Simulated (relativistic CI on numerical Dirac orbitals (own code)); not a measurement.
**Lu: q coefficients and field-shift factors**

Computed by Dirac-Coulomb-Breit CI, separate exchange-only KLI orbitals for each configuration, valence Slater integrals scaled by 0.85, P86 correlation energy added to each configuration, derivatives by finite differences, QED left out (own radial code, finite nucleus).

Configuration list (outside the closed core [Xe] 4f14): 5d6s², 6s²6p, 5d6s6p, 5d²6s, 6s²7s, 6s²7p, 6s²6d, 5d³. Levels of other configurations are missing.

With x = (α/α₀)² − 1 an excitation energy changes as ω = ω₀ + qx; K = 2q/ω₀ is the relative enhancement. Terms are leading LS components, so labels can repeat. The field-shift factor is F = δν/δ⟨r²⟩ for the transition from the lowest level.

Lowest level 5d6s² ²D3/2.

```
        Level  ω₀ (cm⁻¹)  q (cm⁻¹)  F (GHz/fm²)
 6s²6p ²P°1/2     1223.4    -10900          6.4
  5d6s² ²D5/2     1316.0     636.6        0.703
 6s²6p ²P°3/2     4551.7     -7002         6.14
5d6s6p ⁴F°3/2    11667.0      2335        -11.5
5d6s6p ⁴F°5/2    12627.5      3284        -11.5
5d6s6p ⁴F°7/2    14039.1      4741        -11.4
5d6s6p ⁴D°1/2    15806.9      4998        -12.1
  5d²6s ⁴F3/2    15809.6     10670        -14.7
5d6s6p ⁴F°9/2    15811.1      6600        -11.3
5d6s6p ⁴D°3/2    16148.6      5161          -12
  5d²6s ⁴F5/2    16150.6     10770        -14.5
  5d²6s ⁴F7/2    16656.8     10990        -14.2
5d6s6p ⁴D°5/2    16807.4      5258        -11.6
5d6s6p ²D°5/2    17351.1      5139        -12.2
  5d²6s ⁴F9/2    17358.8     11390        -13.9
5d6s6p ⁴P°3/2    17937.2      5632        -11.9
5d6s6p ⁴D°7/2    18037.1      6934        -11.8
5d6s6p ⁴P°1/2    18085.7      6052          -12
5d6s6p ²D°3/2    18879.1      6218          -12
5d6s6p ²D°5/2    19546.9      6912        -11.9
  5d²6s ⁴P1/2    21309.2     10590          -14
  5d²6s ⁴P3/2    21427.7     10520        -13.9
  5d²6s ⁴P5/2    21674.1     10630        -13.8
```

Correlation outside the listed configurations is missing or only estimated: errors of thousands of cm⁻¹ between configurations and terms are usual at this charge. Rates and lifetimes follow the computed energies and can be off by large factors. The fine structure of a lone outer electron comes out too small, for d and f at times inverted, and misplaced configurations move strength between like terms.

(1) Which transition from the lowest level has the largest |K|?

Results:

(1) 6s²6p ²P°1/2 at 1223.4 cm⁻¹, K = -17.8.
